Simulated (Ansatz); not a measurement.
Reaction: BGeH5 (SMILES [BH2][GeH3]) → BGeH4 (SMILES [BH][GeH3], doublet) + H (doublet) (the B-H bond breaks)
Each species at its own B3LYP-D3(BJ)/def2-TZVP minimum (Ansatz, a first-principles code).

Total energies in hartree (Ansatz). Radicals and triplets start from unrestricted determinants; spin-orbit coupling is neglected. Cores are frozen in correlated methods (noble-gas shells, and filled d and f shells in the p block). No relativity. Where a partner has so few electrons that a lower coupled-cluster level is exact, that level stands in.

```csv
species,HF/cc-pVTZ,CCSD(T)/cc-pVTZ,HF/cc-pVQZ,CCSD(T)/cc-pVQZ,CCSDT(Q)/cc-pVTZ
1: BGeH5 (SMILES [BH2][GeH3]),-2102.96422,-2103.24171,-2102.96972,-2103.25944,-2103.24307
"2: BGeH4 (SMILES [BH][GeH3], doublet)",-2102.32928,-2102.57298,-2102.33455,-2102.58943,-2102.57444
3: H (doublet),-0.49981,-0.49981,-0.49995,-0.49995,-0.49981
```

Task: Work out the bond dissociation energy (electronic) in kJ/mol: take Hartree-Fock from cc-pVQZ, extrapolate the CCSD(T) correlation energy as X^-3 (X = 3, 4), and add CCSDT(Q) - CCSD(T) in cc-pVTZ. 1 hartree = 2625.5 kJ/mol.

Result: 
Species 1: correlation (64·(-0.28972) - 27·(-0.27749))/37 = -0.29864; step -0.00136; E1 = -2102.96972 + (-0.29864) + (-0.00136) = -2103.26972
Species 2: correlation (64·(-0.25488) - 27·(-0.24370))/37 = -0.26304; step -0.00146; E2 = -2102.33455 + (-0.26304) + (-0.00146) = -2102.59905
Species 3: correlation (64·(0.00000) - 27·(0.00000))/37 = 0.00000; step +0.00000; E3 = -0.49995 + (0.00000) + (+0.00000) = -0.49995
-1·E1 +1·E2 +1·E3 = 0.17072 hartree = 448.2 kJ/mol.
